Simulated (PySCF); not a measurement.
# Working out the ionisation energy of O²⁺

O²⁺ [He] 2s2 2p2 (3P) → O³⁺ [He] 2s2 2p1 (2P). All numbers are calculated (PySCF 2.14, the non-relativistic Hamiltonian (point nucleus), in def2-TZVPPD). Frozen: nothing. Energies in hartree (1 hartree = 27.21139 eV):

| part | O²⁺ (lower) | O³⁺ (upper) |
| --- | --- | --- |
| UHF | -73.103126 | -71.096397 |
| MP2 opposite-spin | -0.077048 | -0.072388 |
| MP2 same-spin | -0.013650 | -0.004293 |

Q: What does Hartree-Fock give?

A: (-71.096397) − (-73.103126) = 2.006729 hartree = 54.606 eV.

Q: What do MP2 and SCS-MP2 (6/5 opposite-spin, 1/3 same-spin) give?

A: The opposite-spin parts differ by 0.127 eV and the same-spin parts by 0.255 eV. MP2: 54.606 + (0.127) + (0.255) = 54.988 eV. SCS-MP2: 54.606 + 1.2 × (0.127) + (0.255)/3 = 54.843 eV.

A first-order spin-orbit estimate adds -0.005 eV to MP2 (valence and next inner shell), giving 54.983 eV against 54.936 eV (semi-empirical (NIST evaluation); NIST Atomic Spectra Database, ionization energies).

What remains against the reference includes basis incompleteness and correlation beyond second order.
